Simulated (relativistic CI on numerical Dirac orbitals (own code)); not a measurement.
## V²⁺ in a cubic cluster: 3s photoemission with charge transfer

Computed with a charge-transfer multiplet model of a cubic metal-ligand cluster with up to 2 ligand holes, Slater and spin-orbit integrals from Dirac-Coulomb-Breit ions, Slater integrals scaled by 0.7. The ground state mixes d3 with configurations of k ligand holes L, whose averages lie at kΔ + k(k − 1)U_dd/2; a core hole lowers each added d electron by U_cd. 300 K, Lorentzian 1.4 eV and Gaussian 0.8 eV FWHM.

Atomic integrals in eV (Slater integrals scaled, ζ unscaled), ground: F2dd 6.242, F4dd 3.880, zeta_d 0.019; with the core hole: F2dd 7.136, F4dd 4.475, zeta_d 0.026, G2cd 7.352.

Cluster parameters (eV): Δ = 4.7, U_dd = 5.3, U_cd = 6.8, 10Dq(ligand) = 0.7, V(eg) = 2.3, V(t2g) = -1.22, final-state hopping factor = 0.9.

```tsv
Case	n_d	d3	d4L	d5L2	S
10Dq = -0.35 eV	3.50	0.55	0.39	0.05	1.50
10Dq = 0.55 eV	3.46	0.58	0.37	0.04	1.50
10Dq = 1.15 eV	3.44	0.60	0.36	0.04	1.50
```

Weights, n_d and S are thermal averages at 300 K. Binding energies count from the first peak over 30 % of the highest in each spectrum, which can be another peak from case to case. The parameters are a model scan and need not match a compound or its usual spin state. A negative ionic 10Dq is a model choice; hopping adds the covalent part of the field. Peaks in eV (height, largest 100):
- 10Dq = -0.35 eV: 0.0 (100), 5.3 (47), 7.2 (54), 9.5 (26), 15.4 (15)
- 10Dq = 0.55 eV: 0.0 (100), 5.0 (46), 7.0 (53), 9.1 (27), 15.1 (15)
- 10Dq = 1.15 eV: 0.0 (100), 4.9 (42), 6.9 (51), 9.1 (28), 14.9 (14)

Curve for 10Dq = 1.15 eV (points under 2 left out, the grid thinned):

E (eV), Intensity and a bar:
```
     -3.1        6.6 #
     -2.6        9.1 ##
     -2.1       13.4 ####
     -1.7       19.6 ######
     -1.2       34.6 ##########
     -0.7       64.0 ####################
     -0.2       96.2 ##############################
      0.3       91.0 ############################
      0.7       63.7 ####################
      1.2       35.6 ###########
      1.7       22.0 ######
      2.2       16.5 #####
      2.7       15.4 ####
      3.1       17.3 #####
      3.6       24.1 #######
      4.1       34.4 ##########
      4.6       41.3 #############
      5.1       42.1 #############
      5.5       41.6 #############
      6.0       42.2 #############
      6.5       47.0 ##############
      7.0       51.0 ################
      7.5       42.5 #############
      7.9       32.5 ##########
      8.4       26.4 ########
      8.9       27.2 ########
      9.4       26.3 ########
      9.8       21.5 ######
     10.3       14.7 ####
     10.8       10.0 ###
     11.3        7.6 ##
     11.8        6.3 #
     12.2        5.9 #
     12.7        6.1 #
     13.2        7.4 ##
     13.7        9.8 ##
     14.2       12.4 ###
     14.6       13.8 ####
     15.1       14.1 ####
     15.6       11.7 ###
     16.1        8.0 ##
     16.6        5.1 #
     17.0        3.8 #
     17.5        2.7 
     18.0        2.1
```

For the case 10Dq = 0.55 eV, Δ = 4.7 eV is smaller than U_dd = 5.3 eV, the charge-transfer side of the Zaanen-Sawatzky-Allen scheme. With the core hole the average of the configuration with one ligand hole lies at Δ − U_cd = -2.1 eV before mixing: the effective hopping of about 4.4 eV (from the holes of the mixed ground state) is comparable with this gap or larger, so the configurations mix strongly.

Without intra-shell correlation the exchange splitting of the 3s hole comes out too large.
